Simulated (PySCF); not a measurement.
An unknown is described by computed data only.

Formula: C5H11NO2Si.

| Item | Value |
| --- | --- |
| Rotational structure | rotational constants A, B, C: 3.386, 0.905, 0.828 GHz [GFN2-xTB] |
| 1H NMR | chemical shifts (computed TMS as zero) by class: 4.97 (1 H), 4.31 (1 H), 4.24 (1 H), 4.23 (1 H), 4.23 (1 H), 3.77 (1 H), 3.54 (1 H), 3.49 (1 H), 2.70 (1 H), 1.86 (1 H), 1.02 (1 H) ppm [GIAO PBE0/pcSseg-1] |
| 13C NMR | chemical shifts (computed TMS as zero) by class: 65.8 (1 C), 65.8 (1 C), 50.2 (1 C), 47.9 (1 C), 21.2 (1 C) ppm [GIAO PBE0/pcSseg-1] |
| NMR, other nuclei | isotropic shieldings of nuclei other than C and H, by class: 235 (1 N), 298 (1 O), 301 (1 O), 335 (1 Si) ppm [GIAO PBE0/pcSseg-1] |
| Dipole | 1.49 D [PBE0/pcSseg-1] |

Electronic properties: PySCF, gas phase, density fitting. Levels stand in brackets. The structure is a single GFN2-xTB conformer in the gas phase; no vibrational or solvent corrections. Each NMR value is the plain mean over a class of atoms that symmetry, rotation or inversion makes alike.

**Question.** Propose a structure and show how it fits.

**Answer.** Numbering: `[CH2:1]1[CH2:2][C@@H:3]([SiH:4]2[O:5][CH2:6][CH2:7][O:8]2)[NH:9]1`. Its formula, C5H11NO2Si, gives 2 degrees of unsaturation: 2 rings and 0 π bonds in the structure found. 5 carbons fall into 5 classes; from least to most shielded: ring sp3 carbon bound to oxygen [C7] (65.8 ppm), ring sp3 carbon bound to oxygen [C6] (65.8 ppm), ring sp3 carbon bound to nitrogen [C1] (50.2 ppm), ring sp3 carbon bound to nitrogen [C3] (47.9 ppm), four-membered-ring carbon [C2] (21.2 ppm). Hydrogen classes from least to most shielded: 1 H on an oxygen-bound silicon, Si4 (4.97 ppm), 1 H on an sp3 carbon bound to oxygen, C6 (4.31 ppm), 1 H on an sp3 carbon bound to oxygen, C6 (4.24 ppm), 1 H on an sp3 carbon bound to oxygen, C7 (4.23 ppm), 1 H on an sp3 carbon bound to oxygen, C7 (4.23 ppm), 1 H on an sp3 carbon bound to nitrogen, C1 (3.77 ppm), 1 H on an sp3 carbon bound to nitrogen, C1 (3.54 ppm), 1 H on an sp3 carbon bound to nitrogen, C3 (3.49 ppm), 1 H on a four-membered-ring carbon, C2 (2.70 ppm), 1 H on a four-membered-ring carbon, C2 (1.86 ppm), 1 H on a secondary amine nitrogen, N9 (1.02 ppm). The other shieldings belong to: 235 ppm, secondary amine nitrogen [N9]; 298 ppm, silyl ether oxygen [O8]; 301 ppm, silyl ether oxygen [O5]; 335 ppm, oxygen-bound silicon [Si4]. The optimised geometry has point group C1 and is an asymmetric top. Structure: `O1CCO[SiH]1[C@@H]1CCN1`. Computed isomers that give other values at the same levels: `CO[SiH2]C(=O)NC1CC1` (13C chemical shifts (computed TMS as zero) by class: 179.8 (1 C), 54.1 (1 C), 23.4 (1 C), 7.9 (2 C) ppm); `C[C@H](CO)O[SiH2]CC#N` (13C chemical shifts (computed TMS as zero) by class: 129.1 (1 C), 72.1 (1 C), 72.0 (1 C), 21.0 (1 C), 5.5 (1 C) ppm); `O[Si@@]1([C@@H]2CCN2)CCO1` (13C chemical shifts (computed TMS as zero) by class: 63.6 (1 C), 50.9 (1 C), 50.2 (1 C), 22.8 (1 C), 20.6 (1 C) ppm). The assignments are read from this structure; whether some other isomer fits the data as well wasn't checked. The mirror image fits equally.
